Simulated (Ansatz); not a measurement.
```yaml
crystal:
  periodic: [false, false, false]
  atoms:
    - {symbol: O, position_ang: [0.709294, -2.021384, 0.416900]}
    - {symbol: C, position_ang: [0.191641, -0.998317, 0.396469]}
    - {symbol: O, position_ang: [0.507173, -0.053428, 1.276443]}
    - {symbol: C, position_ang: [-0.737960, -0.442215, -0.518553]}
    - {symbol: Ga, position_ang: [0.032780, 1.323764, -0.630061]}
    - {symbol: H, position_ang: [1.165594, -0.389427, 1.838551]}
    - {symbol: H, position_ang: [-0.832733, -1.041877, -1.366145]}
    - {symbol: H, position_ang: [-1.668787, -0.323335, -0.050580]}
    - {symbol: H, position_ang: [-0.761425, 2.487426, -0.109309]}
    - {symbol: H, position_ang: [1.394432, 1.458800, -1.253714]}
basis:
  gaussian: {orbitals: cc-pVTZ-DK}
magnetization: {spin_polarized: true, initial_magnetization: 1}
hamiltonian: {xc: {name: HF}, pseudopotentials: {relativity: none}}
correlation: {method: rpa, electrons: all}
```

```sh
$ ansatz run in.yaml --threads 4 --pin off --events-out ev --progress --plain --max-ram 10444MiB
```

Shortened log:

```
Error: a molecule whose nuclei and cores have a total charge of 64 cannot have a net charge of 0 together with 1 unpaired electrons
```

**Question.** Something in this input is off. What?

**Answer.** The number of unpaired electrons doesn't fit the electron count. The input was rejected before any iteration.
